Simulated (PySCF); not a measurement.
NICS in isomers of C6H6S.

NICS = −σ at a ghost point: NICS(0) at the centroid of the ring atoms, NICS(1) 1 Å to either side along the normal of their mean plane, zz for the tensor component along that normal. Level: GIAO PBE0/pcSseg-1 (PySCF, non-relativistic, gas phase) on the GFN2-xTB geometries, one conformer each. Atom numbers follow the mapped SMILES.

Question: Order these rings by mean NICS(1)zz, lowest (most negative) first (ppm).
A. ring C3–C4–C5–C6–S7 in `[CH2:1]=[CH:2][c:3]1[cH:4][cH:5][cH:6][s:7]1`
B. ring C3–C4–C5–S6–C7 in `[CH2:1]=[CH:2][c:3]1[cH:4][cH:5][s:6][cH:7]1`
C. ring C5–C6–C7 in `[CH3:1][C:2](=[S:3])[CH:4]=[C:5]1[CH:6]=[CH:7]1`

Answer: B (-25.0), A (-23.1), C (-17.3).

```json
{"SMILES": "C=Cc1ccsc1", "ring": "5-membered ring with S; formal bonds all aromatic", "NICS(0)": "-11.7", "NICS(1)": "-10.8", "NICS(1)zz": "-25.0", "HOMA": "0.77", "rms pucker (Å)": "0.00", "ring atoms with four or more neighbours": "0"}
{"SMILES": "C=Cc1cccs1", "ring": "5-membered ring with S; formal bonds all aromatic", "NICS(0)": "-11.0", "NICS(1)": "-10.2", "NICS(1)zz": "-23.1", "HOMA": "0.81", "rms pucker (Å)": "0.00", "ring atoms with four or more neighbours": "0"}
{"SMILES": "CC(=S)C=C1C=C1", "ring": "3-membered carbocycle; formal bonds 1 double, 2 single", "NICS(0)": "-23.4", "NICS(1)": "-10.0", "NICS(1)zz": "-17.3", "HOMA": "0.34", "rms pucker (Å)": "0.00", "ring atoms with four or more neighbours": "0"}
```

NICS(0) gives another order. The isotropic NICS(1) gives the same order. HOMA uses Krygowski's 1993 parameters. NICS(1) and NICS(1)zz are means over the two faces.
